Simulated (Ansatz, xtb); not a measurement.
## Relaxing a trial structure of C2H3ClF2Zn

The starting geometry of this gas-phase singlet was built from a drawn formula by distance geometry; its bonds are those of `FC[C@](F)(Cl)[ZnH]`.

```
atom    x (Å)    y (Å)    z (Å)
   C  -1.2077   0.3655   0.5461
   C  -2.0351  -0.6614   1.3145
  Cl  -2.2126  -0.2702   3.0134
   F  -0.9606  -0.1124  -0.7377
   F  -3.1610  -0.9212   0.6902
  Zn  -0.9941  -2.2645   1.2044
   H  -1.7205   1.3566   0.5048
   H  -0.3046   0.4906   1.1698
   H   0.1155  -3.4625   1.0998
```

**Question.** Predict what it relaxes into with r2SCAN-D4/def2-SVP.

**Answer.** It keeps its bonds, and is `FC[C@](F)(Cl)[ZnH]`.

The energy falls by 0.53 eV over 7 steps:

```csv
step,E − E(last) (eV)
1,0.532
2,0.078
3,0.014
4,0.003
5,0.000
6,0.000
7,0.000
```

Final geometry (Å):

| atom | x (Å) | y (Å) | z (Å) |
| --- | --- | --- | --- |
| C | -1.2319 | 0.4215 | 0.5804 |
| C | -1.9276 | -0.7159 | 1.2836 |
| Cl | -2.1362 | -0.2331 | 3.0298 |
| F | -0.7769 | -0.0625 | -0.6413 |
| F | -3.1838 | -0.8616 | 0.7352 |
| Zn | -0.8720 | -2.3831 | 1.1535 |
| H | -1.9286 | 1.2590 | 0.3974 |
| H | -0.3682 | 0.7689 | 1.1706 |
| H | -0.0556 | -3.6727 | 1.0960 |

From the same start GFN2-xTB ends elsewhere, differing in Cl3–Zn6 (2.61 against 3.12 Å here).

No frequencies were run, so the end isn't proven a minimum. Run with Ansatz 0.2.0, 43 s on 2 threads of AMD EPYC 7R43 64-Core Processor (Zen 3), on a shared host.
